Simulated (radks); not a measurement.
Neutral argon inside a hard spherical wall (all orbitals vanish at R), configuration held at [Ar] and not refilled when levels cross. Method: non-relativistic Kohn-Sham, PBE, spin-polarised, spherical densities, point nucleus; computed with a radial shooting solver on a logarithmic mesh with Libxc functionals. Eigenvalues in eV for spin up, with the zero of energy where the potential of the charges vanishes at infinity; a dash marks a level that is unbound or too diffuse for the functional's potential to be trusted. A positive occupied level is held by the wall or, in an anion where self-interaction has pushed it up, behind a barrier. The pressure on the wall is -dE/dV.

R (bohr)	E (hartree)	kinetic (hartree)	e(2s)	e(2p)	e(3s)	e(3p)	e(4s, empty)	e(4p, empty)	pressure (GPa)
free	-527.34613	526.733	-294.73	-229.77	-24.061	-10.286	-	-	0
20	-527.34613	526.733	-294.73	-229.77	-24.061	-10.286	-	-	< 0.0001
15	-527.34613	526.733	-294.73	-229.77	-24.061	-10.286	-	-	< 0.0001
12	-527.34613	526.733	-294.73	-229.77	-24.061	-10.286	-0.124	1.195	< 0.0001
7	-527.34557	526.739	-294.68	-229.72	-24.025	-10.251	1.647	4.432	0.0465
5	-527.32764	526.876	-293.93	-228.96	-23.475	-9.684	7.076	12.035	3.06
3	-526.58870	530.488	-282.30	-217.16	-15.445	-0.666	46.562	56.725	393
2	-521.00173	549.462	-245.51	-179.37	17.570	35.877	173.13	183.46	8530
1.5	-505.78810	590.222	-195.42	-126.98	90.070	110.49	401.31	398.40	59100
